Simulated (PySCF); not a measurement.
## Radial density of In(30+) (indium, charge +30)

B2PLYP, [Ar] 3d1, 2D determinant. Calculation: PySCF 2.14, in an even-tempered Gaussian basis (18 s from 4.1 bohr⁻², ratio 2.5; 12 p from 5.4 bohr⁻², ratio 2.5; 8 d from 5.4 bohr⁻², ratio 2.5; 4 f from 19 bohr⁻², ratio 2.7; 3 g from 28 bohr⁻², ratio 2.7); scalar relativity by spin-free X2C-1e.

```
r (bohr)  4πr²ρ (e/bohr)  4πr²(ρα − ρβ)
  0.0283           59.73         0.0028
  0.0475           56.33         0.0455
  0.0800           76.63         0.4053
   0.135           51.33         1.9740
   0.226           33.39         3.9173
   0.381           24.25         1.8044
   0.640           1.048         0.0705
    1.08        0.001392         0.0001
```

Densities and radii are taken from the X2C orbitals without a picture-change correction, which distorts them close to the nucleus.

Spin-orbit coupling, absent here, splits the open shell strongly.
